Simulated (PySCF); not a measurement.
**C₆ coefficients of unlike pairs at PBE**

Calculated with PySCF 2.14 from the dipole response of each species, C₆(A,B) = (3/π) ∫ α_A(iu) α_B(iu) du, in atomic units, from isotropic polarisabilities. For ions this is the dispersion term alone; charge-induced terms of lower order in 1/R come first.

```csv
species,configuration,basis,relativity,α (bohr³),C₆ (like pair)
Al(3+),[Ne] (1S),dyall-av2z (13s9p2d),none,0.08175,0.01929
Te+,[Kr] 4d10 5s2 5p3 (4S),aug-cc-pV5Z-PP with ECP28MDF (8s8p6d4f3g2h),core potential,22.53,189.3
B(2+),[He] 2s1 (2S),def2-QZVPPD (8s4p4d2f1g),none,6.959,9.223
P,[Ne] 3s2 3p3 (4S),aug-cc-pCVQZ-DK (10s9p7d5f3g),spin-free X2C,27.70,206.7
```

Question: Estimate C₆ for Te+ with Al(3+).

Answer: The integral gives 1.320. The combination rule 2 C_A C_B / (C_A α_B/α_A + C_B α_A/α_B) gives 1.216 and the geometric mean 1.911.

No spin-orbit coupling is included.

The other pairs:

| pair | C₆ |
| --- | --- |
| P, B(2+) | 43.06 |
| B(2+), Te+ | 39.73 |
| B(2+), Al(3+) | 0.2218 |
| P, Te+ | 195.2 |
| P, Al(3+) | 1.181 |
